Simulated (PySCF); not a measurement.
## 2-bromo-1,1-difluoroethane (SMILES FC(F)CBr)

Geometry:
| atom | x (Å) | y (Å) | z (Å) |
| --- | --- | --- | --- |
| F1 | 0.244 | -0.197 | 1.770 |
| C2 | -0.241 | 0.357 | 0.628 |
| F3 | 0.228 | 1.622 | 0.561 |
| C4 | 0.259 | -0.461 | -0.533 |
| Br5 | -0.525 | 0.143 | -2.188 |
| H6 | -1.332 | 0.396 | 0.696 |
| H7 | -0.020 | -1.503 | -0.399 |
| H8 | 1.340 | -0.366 | -0.615 |

Theory: quadratic response CAM-B3LYP/aug-cc-pVTZ first hyperpolarisability, Taylor convention, gas phase (PySCF). Geometry: PBE0-D3(BJ)/def2-TZVP.

The calculation is non-relativistic, which matters for the atoms heavier than Zn.

(1) Give the tensor of the second harmonic β(−2ω;ω,ω) at 1064 nm in the axes of these coordinates.

Answers

(1) In au, Taylor convention; rows are the first index (the induced dipole):
```csv
,xx,yy,zz,xy,xz,yz
x,+55.3,+16.7,+11.1,+2.6,+27.2,+8.1
y,+2.4,+12.0,+7.2,+16.4,+8.1,+37.5
z,+27.7,+38.0,+122.2,+8.2,+10.5,+7.5
```
Norm of βᵢ = ⅓ Σⱼ (βᵢⱼⱼ + βⱼᵢⱼ + βⱼⱼᵢ): 205.8 au, hyper-Rayleigh value 75.8 au.
